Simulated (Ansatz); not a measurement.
Gas-phase electronic energies from Ansatz, PBE0-D4/def2-TZVP geometries. CBS: MP2 limit from def2 TZ/QZ plus the TZ coupled-cluster correction, frozen cores. This one scheme is used for every species. Functionals use def2-TZVPP. Each species was taken in one conformer, which may not be the lowest.

`C=C[CH2][AlH][F]` + H–F → `F[CH2][AlH][F]` + `C=C`  (substitution at a C–C bond)

```csv
level,ΔE (kJ/mol),difference from CCSD(T)/CBS
revPBE-D4,102.4,1.2
B97M-V,94.5,-6.7
r2SCANh-D4,108.1,6.9
r2SCAN0,107.8,6.6
LC-ωPBE,95.4,-5.8
HF/def2-TZVPP,56.6,-44.6
CCSD/def2-TZVPP,91.7,-9.5
HF/def2-QZVPP,56.3,-44.9
MP2/def2-QZVPP,117.9,16.7
MP2/CBS(def2),119.3,18.1
CCSD(T)/CBS,101.2,0
```

Largest T1 diagnostic among the species: 0.012.

From PBE to PBE0 (25 % exact exchange), in def2-TZVPP and without D4, ΔE moves by +5.5 kJ/mol. At CCSD(T), def2-SVP lies −16.3 kJ/mol from the extrapolated value and def2-TZVPP −2.9 kJ/mol.

CCSD(T)/CBS has its own doubt, a few kJ/mol and more with outer-core shells, so smaller differences from it don't rank the levels.
